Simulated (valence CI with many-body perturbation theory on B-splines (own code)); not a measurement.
**How close is CI+MBPT for Ta I?**

Level of theory: configuration interaction combined with many-body perturbation theory (CI+MBPT): five valence electrons over a frozen Dirac-Fock core [Xe] 4f14, a basis of 7 s, 7 p, 8 d, 6 f, 4 g, 1 h functions for each j, with the one-electron correlation potential Σ1, the two-electron term Σ2, the three-electron term Σ3, Breit, model QED; selected CI, second order for the rest (own B-spline code, finite nucleus).

Against 8 measured levels this calculation errs by 157 cm⁻¹ on average and by 643 at most. These come from a selection out of the NIST Handbook of Basic Atomic Spectroscopic Data. Levels without a partner in it may be off by more, other configurations by 1,000 to 4,000 cm⁻¹. Among the levels kept, up to 2900 cm⁻¹ of a level comes from second order outside the variational space, and about a tenth of that is noise between levels of different J, which matters for small intervals.

Measured levels: NIST Handbook of Basic Atomic Spectroscopic Data (Sansonetti and Martin, J. Phys. Chem. Ref. Data 34, 1559 (2005)). Pairs share parity and J, and are chosen by configuration, term and nearness in energy; levels without a clear partner are left out. Energies in cm⁻¹ above the measured ground level.

Names give the largest LS component (configuration and term), which can be under half, so a name can repeat, a term be missing and a line seem to break the LS rules; names also repeat where a configuration has a term twice. Letters in brackets count levels of one name in rising energy.

| Computed label | Label in the source | Measured | Computed | Difference |
| --- | --- | --- | --- | --- |
| 5d³6s² ⁴F_3/2 | 5d3 6s2 4F | 0 | 0.0 | 0 |
| 5d³6s² ⁴F_5/2 | 5d3 6s2 4F | 2010.1 | 1961.0 | -49 |
| 5d³6s² ⁴F_7/2 | 5d3 6s2 4F | 3963.9 | 3903.3 | -61 |
| 5d³6s² ⁴F_9/2 | 5d3 6s2 4F | 5621.0 | 5599.3 | -22 |
| 5d³6s² ⁴P_1/2 | 5d3 6s2 4P | 6049.4 | 6022.1 | -27 |
| 5d³6s² ⁴P_3/2 | 5d3 6s2 4P | 6068.9 | 6224.5 | +156 |
| 5d³6s² ⁴P_5/2 | 5d3 6s2 4P | 9253.4 | 9270.9 | +17 |
| 5d³6s6p ⁶G°_11/2 | 5d3 6s(5F) 6p 6G° | 25008.8 | 24365.7 | -643 |
| 5d³6s6p ⁶D°_7/2 [c] | 5d3 6s(5P) 6p 6D° | 34094.7 | 33816.0 | -279 |

Over 8 excited levels the mean absolute difference is 157 cm⁻¹, the median 55 and the largest 643. The comparison draws on a selection of the measured levels: 9 of the 210 computed ones have a partner in it, and others may be off by more.
